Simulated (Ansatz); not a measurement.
# A correction line for B2PLYP/def2-TZVPP: vertical ionisation energy

The vertical ionisation energy (cation less neutral) in eV of 7 molecular compounds of Al: x at B2PLYP/def2-TZVPP, y at CCSD(T)/def2-TZVPP. Shapes, held fixed at every level: PBE0-D4/def2-TZVP. Flexible molecules stand in one conformer, not always the lowest. Programs: Ansatz 0.2.0.

```
                                     molecule  x (eV)  y (eV)
C6H14AlCl (SMILES C[CH](C)[Al]([Cl])[CH](C)C)    8.70    8.95
                CH4AlFS (SMILES C[S][AlH][F])    9.62    9.66
                                   GeH3(AlH2)    9.72    9.83
                                    AlH(SeH)F    9.95    9.95
                                  AlH(OH)(SH)   10.15   10.17
                 AlHBrF (SMILES [F][AlH][Br])   11.40       ?
                                     Al(CN)F2   13.47   13.47
```

Q: Fit y = c + s·x to the known rows and predict y for AlHBrF.

A: 
1. Means of the 6 rows: x = 10.2683, y = 10.338.
2. Σ(Δx)² = 13.547, Σ(Δx·Δy) = 13.066, so the slope is 13.066/13.547 = 0.96449.
3. Intercept: 10.338 − (0.96449) × 10.2683 = 0.434. The largest residual of the fit is 0.12.
4. AlHBrF: 0.434 + 0.96449 × 11.40 = 11.43 eV.

CCSD(T)/def2-TZVPP gives 11.41 eV, so the prediction is off by +0.02 eV, within the largest residual. Uncorrected, B2PLYP/def2-TZVPP misses it by -0.01 eV, and the other rows by 0.07 on average. The line makes this one worse. Al(CN)F2 lies far out in x and weighs most in the slope. Left out in turn, the other rows are missed by 0.17 eV on average, worse than no correction. Cations run unrestricted. Relativity is left out for Br, Ge, Se. Outer-core shells of Br, Ge, Se are correlated, in sets that cover them unevenly.
